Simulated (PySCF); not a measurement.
H$_{4}$O$_{4}$Ti, triplet, at the geometry of the source list (the multiplicity is a formal guess); M062X/def2-SV(P) run with PySCF.

Here is a job for PySCF.
```python
from pyscf import gto, scf, dft

mol = gto.M(
    atom='''
Ti    0.02000000   -0.09080000   -0.04250000
O     1.36250000   -0.37460000   -1.08490000
H     2.29290000   -0.17890000   -1.20800000
O     0.50400000    0.05040000    1.60940000
H     0.56630000    0.83190000    2.16670000
O    -0.72760000    1.42300000   -0.46910000
H    -1.26590000    1.55400000   -1.25620000
O    -1.17550000   -1.34450000   -0.20720000
H    -1.57660000   -1.87050000    0.49170000
''',
    basis='def2-sv(p)',
    spin=2,
    verbose=5,
)

mf = dft.UKS(mol)
mf.xc = 'm062x'
mf.kernel()
mf.analyze()
```

Q: What does PySCF print? Leave out banner, timings and long lists.

A: 
```
PySCF version 2.14.0

[INPUT] verbose = 5
[INPUT] max_memory = 4000
[INPUT] num. atoms = 9
[INPUT] num. electrons = 58
[INPUT] charge = 0
[INPUT] spin (= nelec alpha-beta = 2S) = 2
[INPUT] symmetry False subgroup None
[INPUT] Mole.unit = angstrom
[INPUT] Symbol           X                Y                Z      unit          X                Y                Z       unit  Magmom
[...]
[INPUT] ---------------- BASIS SET ----------------
[INPUT] l, kappa, [nprim/nctr], expnt,             c_1 c_2 ...
[INPUT] O
[...]
                                340.87010191      -0.03989003923
                                77.363135167      -0.17853911985
                                21.47964494       -0.46427684959
                                6.6589433124      -0.44309745172
[...]
                                3.863550544       0.23094120765
                                1.0480920883      0.51375311064
[...]
[INPUT] H
[...]
                                1.9622572         0.13796524
                                0.44453796        0.47831935
[...]
[INPUT] Ti
[...]
                                6450.9759169      0.029969820489
                                1467.7210915      0.14836352707
                                414.20997355      0.51347285324
                                134.4871584       1.0335365483
                                46.122209796      0.7785423393
[...]
                                10.22334606       1.6772785333
                                4.1353774271      1.2411928456
[...]
                                1.1106730691      0.025495493019
                                0.47565975578     0.016061172892
[...]
                                122.68649489      0.14460677619
                                38.572903611      0.54669004165
                                13.672169319      1.053164754
                                5.0118529359      0.69111213363
[...]
                                0.9325227005      1.3036241399
                                0.3542905839      0.536386533
[...]
                                6.3332593832      0.13796453963
                                2.0766489946      0.35312644228
                                0.69027361954     0.48647124166
[...]
nuclear repulsion = 339.004350999513
number of shells = 42
number of NR pGTOs = 178
number of NR cGTOs = 88
basis = def2-sv(p)
ecp = {}

******** <class 'pyscf.dft.uks.UKS'> ********
method = UKS
initial guess = minao
damping factor = 0
level_shift factor = 0
DIIS = <class 'pyscf.scf.diis.CDIIS'>
diis_start_cycle = 1
diis_space = 8
diis_damp = 0
SCF conv_tol = 1e-09
SCF conv_tol_grad = None
SCF max_cycles = 50
direct_scf = True
direct_scf_tol = 1e-13
number electrons alpha = 30  beta = 28
XC library pyscf.dft.libxc version 7.1.2
    S. Lehtola, C. Steigemann, M. J. T. Oliveira, and M. A. L. Marques,  SoftwareX 7, 1–5 (2018)
XC functionals = m062x
    Y. Zhao and D. G. Truhlar,  Theor. Chem. Acc. 120, 215 (2008)
    Y. Zhao and D. G. Truhlar,  Theor. Chem. Acc. 120, 215 (2008)
radial grids:
    Treutler-Ahlrichs [JCP 102, 346 (1995); DOI:10.1063/1.469408] (M4) radial grids

becke partition: Becke, JCP 88, 2547 (1988); DOI:10.1063/1.454033
pruning grids: <function nwchem_prune>
grids dens level: 3
symmetrized grids: False
atomic radii adjust function: <function treutler_atomic_radii_adjust>
small_rho_cutoff = 0
Set gradient conv threshold to 3.16228e-05
atom Ti rad-grids = 90, ang-grids = [ 50  50  50  50  50  50  50  50  50  50  50  50  50  50  50  50  50  50
  50  50  50  50  50  50  50  50  50  50  86  86  86  86  86  86  86  86
  86  86  86  86  86  86  86 350 350 350 350 350 350 350 350 350 350 350
 434 434 434 434 434 434 434 434 434 434 434 434 434 434 434 434 434 434
 434 434 434 350 350 350 350 350 350 350 350 350 350 350 350 350 350 350]
atom O rad-grids = 75, ang-grids = [ 50  50  50  50  50  50  50  50  50  50  50  50  50  50  50  50  50  50
[...]
converged SCF energy = -1152.17901242666  <S^2> = 2.0185409  2S+1 = 3.0123352
Total Energy =                       -1152.179012426662212
[...]
spin_pop of  0 Ti 3px       0.00001
spin_pop of  0 Ti 3py       0.00010
spin_pop of  0 Ti 3pz       0.00012
spin_pop of  0 Ti 4px      -0.00614
spin_pop of  0 Ti 4py      -0.00541
spin_pop of  0 Ti 4pz      -0.00051
spin_pop of  0 Ti 3dxy     -0.01649
spin_pop of  0 Ti 3dyz      0.61999
spin_pop of  0 Ti 3dz^2     0.04076
spin_pop of  0 Ti 3dxz      0.04069
spin_pop of  0 Ti 3dx2-y2    0.13559
spin_pop of  0 Ti 4dxy     -0.00085
spin_pop of  0 Ti 4dyz      0.00019
spin_pop of  0 Ti 4dz^2    -0.00027
spin_pop of  0 Ti 4dxz     -0.00029
spin_pop of  0 Ti 4dx2-y2   -0.00085
spin_pop of  1 O 1s       -0.00000
spin_pop of  1 O 2s        0.00790
spin_pop of  1 O 3s        0.00001
spin_pop of  1 O 2px       0.02028
spin_pop of  1 O 2py       0.27715
spin_pop of  1 O 2pz       0.03659
spin_pop of  1 O 3px      -0.00006
spin_pop of  1 O 3py      -0.00110
spin_pop of  1 O 3pz      -0.00080
spin_pop of  1 O 3dxy      0.00013
spin_pop of  1 O 3dyz      0.00000
spin_pop of  1 O 3dz^2     0.00003
spin_pop of  1 O 3dxz      0.00001
spin_pop of  1 O 3dx2-y2   -0.00003
spin_pop of  2 H 1s       -0.00487
spin_pop of  2 H 2s        0.00002
spin_pop of  3 O 1s       -0.00000
spin_pop of  3 O 2s        0.00993
spin_pop of  3 O 3s        0.00193
spin_pop of  3 O 2px       0.03870
spin_pop of  3 O 2py       0.00602
spin_pop of  3 O 2pz      -0.00512
spin_pop of  3 O 3px      -0.00046
spin_pop of  3 O 3py       0.00028
spin_pop of  3 O 3pz      -0.00001
spin_pop of  3 O 3dxy     -0.00000
spin_pop of  3 O 3dyz      0.00016
spin_pop of  3 O 3dz^2    -0.00002
spin_pop of  3 O 3dxz     -0.00001
spin_pop of  3 O 3dx2-y2    0.00001
spin_pop of  4 H 1s        0.01579
spin_pop of  4 H 2s        0.00014
spin_pop of  5 O 1s       -0.00000
spin_pop of  5 O 2s        0.00977
spin_pop of  5 O 3s       -0.00012
spin_pop of  5 O 2px       0.32320
spin_pop of  5 O 2py       0.05676
spin_pop of  5 O 2pz       0.12334
spin_pop of  5 O 3px      -0.00132
spin_pop of  5 O 3py      -0.00065
spin_pop of  5 O 3pz      -0.00059
spin_pop of  5 O 3dxy     -0.00004
spin_pop of  5 O 3dyz      0.00006
spin_pop of  5 O 3dz^2     0.00018
spin_pop of  5 O 3dxz      0.00013
spin_pop of  5 O 3dx2-y2    0.00001
spin_pop of  6 H 1s        0.00239
spin_pop of  6 H 2s       -0.00003
spin_pop of  7 O 1s       -0.00000
spin_pop of  7 O 2s        0.00647
spin_pop of  7 O 3s        0.00010
spin_pop of  7 O 2px       0.15044
spin_pop of  7 O 2py       0.12650
spin_pop of  7 O 2pz       0.00555
spin_pop of  7 O 3px      -0.00062
spin_pop of  7 O 3py      -0.00098
spin_pop of  7 O 3pz      -0.00006
spin_pop of  7 O 3dxy     -0.00007
spin_pop of  7 O 3dyz      0.00004
spin_pop of  7 O 3dz^2     0.00003
spin_pop of  7 O 3dxz      0.00010
spin_pop of  7 O 3dx2-y2    0.00001
spin_pop of  8 H 1s       -0.00575
spin_pop of  8 H 2s       -0.00000
 ** Mulliken Spin Density (per atom)  **
spin density of  0 Ti =      0.80252
spin density of  1 O =      0.34010
spin density of  2 H =     -0.00485
spin density of  3 O =      0.05142
spin density of  4 H =      0.01593
spin density of  5 O =      0.51074
spin density of  6 H =      0.00236
spin density of  7 O =      0.28752
spin density of  8 H =     -0.00575
 ** Mulliken pop alpha/beta on meta-lowdin orthogonal AOs **
 ** Mulliken pop       alpha | beta **
In total            30.00000 | 28.00000
 ** Mulliken atomic charges   ( Nelec_alpha | Nelec_beta ) **
charge of  0Ti =      1.17595  (    10.81329     10.01076 )
charge of  1O =     -0.59084  (     4.46547      4.12537 )
charge of  2H =      0.32299  (     0.33608      0.34093 )
charge of  3O =     -0.72629  (     4.38886      4.33744 )
charge of  4H =      0.29253  (     0.36170      0.34577 )
charge of  5O =     -0.49053  (     4.50064      3.98989 )
charge of  6H =      0.31923  (     0.34157      0.33921 )
charge of  7O =     -0.62412  (     4.45582      4.16830 )
charge of  8H =      0.32109  (     0.33658      0.34233 )
Dipole moment(X, Y, Z, Debye): -0.17049,  1.43548, -0.92981
```
